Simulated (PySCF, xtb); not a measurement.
C3H10OSi2, SMILES C=C[SiH2]CO[SiH3]. One conformer was computed; it need not be the lowest.

Harmonic wavenumbers (cm⁻¹) from GFN2-xTB (xtb) at its own minimum, in rising order: 26, 43, 52, 106, 155, 178, 225, 300, 446, 512, 580, 594, 622, 672, 698, 747, 748, 768, 792, 801, 820, 841, 920, 1009, 1028, 1126, 1202, 1266, 1285, 1420, 1483, 1666, 2206, 2215, 2229, 2239, 2346, 2899, 2925, 3024, 3071, 3101.

Problem. What does ωB97X-D3(BJ)/def2-SVP in PySCF 2.14.0 give at its own minimum? (Estimate from the structure and the level; the computed values follow.)

Solution. 32, 67, 75, 117, 150, 190, 241, 304, 501, 551, 636, 719, 728, 741, 752, 806, 844, 904, 952, 958, 973, 1000, 1011, 1022, 1057, 1157, 1251, 1282, 1318, 1433, 1469, 1712, 2237, 2237, 2246, 2253, 2296, 3021, 3077, 3145, 3179, 3238. Paired by order, the mean absolute difference is 63 cm⁻¹ and the zero-point energies are 70.6 and 74.2 kcal/mol.
